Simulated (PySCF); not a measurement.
A structure optimised at B3LYP-D3(BJ)/def2-SVP, used in a PySCF frequency run:

```
Sn
F 1 1.9462
F 1 1.9462 2 105.84
F 1 1.9462 2 105.84 3 112.05
```
Charge 0, spin multiplicity 2.

**Question.** Write its SMILES, formula and point group.

**Answer.** [F][Sn]([F])[F], F3Sn, C3v

**Question.** What are its rotational constants (standard atomic weights)?

**Answer.** 4.4456, 4.4456, 2.7585 GHz
